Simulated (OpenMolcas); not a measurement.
**C III: CASPT2 settings compared**

```json
{"Program": "OpenMolcas", "Basis": "ANO-RCC-VDZ [3s2p]", "Scalar Hamiltonian": "DKH4, point nucleus", "Active space": "2 electrons in 8 orbitals (2s 2p 3s 3p)", "State averaging": "2S+1 = 1 even, 7 roots; 2S+1 = 3 even, 3 roots kept (CI in the orbitals of an earlier block); 2S+1 = 1 odd, 3 roots; 2S+1 = 3 odd, 3 roots kept (CI in the orbitals of an earlier block)", "Spin-orbit coupling": "state interaction with AMFI integrals over the reference wave functions, term energies averaged over their components"}
```

Methods on the same reference wave functions:
A. CASSCF
B. SS-CASPT2, IPEA 0.35 Eh, imaginary shift 0.1 Eh (closed shells correlated: 1s)
C. SS-CASPT2, IPEA 0.75 Eh, real shift 0.15 Eh (closed shells correlated: 1s)
D. SS-CASPT2, IPEA 0.6 Eh, real shift 0.15 Eh (closed shells correlated: 1s)
E. MS-CASPT2, IPEA 0.6 Eh, real shift 0.15 Eh (closed shells correlated: 1s)

Energies in cm⁻¹ above 2s² ¹S₀, the measured ground level; measured values from Moore, Selected Tables of Atomic Spectra, NSRDS-NBS 3, section 3.

```csv
Level,A,B,C,D,E,Measured
2s² ¹S₀,0.0,0.0,0.0,0.0,0.0,0.0
2s 2p ³P°₀,53429,53413,53414,53414,53414,52367
2s 2p ³P°₁,53456,53439,53441,53440,53440,52391
2s 2p ³P°₂,53509,53493,53494,53493,53493,52447
2s 2p ¹P°₁,113356,113323,113325,113324,113324,102352
2p² ³P₀,139363,139294,139296,139295,139295,137426
2p² ³P₁,139389,139320,139322,139321,139321,137454
2p² ³P₂,139441,139371,139373,139373,139373,137502
2p² ¹D₂,156124,156168,156167,156167,156167,145876
2p² ¹S₀,192606,192573,192573,192573,192574,182520
```

Deviations, from unrounded energies. A percentage is the sum of absolute deviations over the sum of measured energies, with the sign that they share, or ± where signs differ.

| Against measurement | Levels | A | B | C | D | E |
| --- | --- | --- | --- | --- | --- | --- |
| mean absolute deviation (cm-1) | 9 | 4500 | 4500 | 4500 | 4500 | 4500 |
| other configurations (%) | 9 | +4.0 | +4.0 | +4.0 | +4.0 | +4.0 |

A, B, C, D, E lie about equally close to measurement. The largest miss of B in the table is 2s 2p ¹P°₁, by +11000 cm-1. The ranking rests on the paired levels alone, and a cruder setting can come out closer through cancelling errors.

Among B to E no level of the table moves by more than 5 cm-1.

The lowest spin-free term lies below A's lowest term by 0.001 hartree in B, 0.001 hartree in C, 0.001 hartree in D, 0.001 hartree in E.

Terms from blocks run as CI alone lack orbitals of their own. Active for correlation alone: 3p 3s; no level in the range computed is led by a configuration that fills them, so any true level of that kind is missing. Computed and measured levels are paired by configuration, term and J; levels that our copy of the source lacks, or whose pairing is in doubt (as where it misses far off the trend of its configuration), stay unpaired and out of the deviations. Only configurations of the active space appear.

° marks odd parity.
